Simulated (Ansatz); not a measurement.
Mulliken charges of CHBrFI (`FC(Br)I`) from ωB97M-V/def2-TZVPP in Ansatz (PBE0-D4/def2-TZVP geometry).

```csv
atom,x (Å),y (Å),z (Å),charge (e)
F1,0.514,0.870,-1.013,-0.143
C2,0.025,0.161,0.014,-0.039
Br3,1.456,-0.786,0.888,-0.028
I4,-1.524,-1.144,-0.677,0.020
H5,-0.421,0.827,0.747,0.190
```

**Question.** By hand: the dipole of these point charges (1 e Å = 4.8032 D).

**Answer.** Σ q r = (-0.226, 0.026, 0.248) e Å, of length 0.337 e Å = 1.62 D.

**Question.** How does the dipole of the full density compare? (Best estimate.)

**Answer.** Ansatz gave: (-0.151, 0.070, 0.157) e Å, 1.10 D; the point charges give 1.47 times that, at 13° from its direction.

Point charges leave out the atoms' own dipoles, such as those of lone pairs, and Mulliken's split depends on the basis, so the two needn't agree.
